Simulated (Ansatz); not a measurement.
ZrI4, SMILES [I][Zr]([I])([I])[I], multiplicity 1.

The structure is a stationary point at PBE0-D3(BJ)/def2-SVP. The multiplicity is an assumed one; no other spin state was optimised. The isomer is the one that the SMILES or the coordinates give; other isomers of the formula were not compared. The def2 effective core potentials stand for the cores of I, Zr; spin–orbit coupling is left out.

Two levels are set side by side: PBE/def2-TZVPD (Ansatz, an electronic-structure program) and PBE0/def2-TZVPD (Ansatz). Energy differences of separate SCF runs at the same geometry; the states with an electron removed or added have multiplicity 2 and 2. Differences are taken from unrounded values.

```tsv
quantity	PBE0	PBE	PBE minus PBE0
vertical ionisation energy (eV)	9.37	8.90	-0.47
vertical electron affinity (eV)	1.84	1.53	-0.31
vertical singlet–triplet gap (eV)	3.36	3.20	-0.16
```
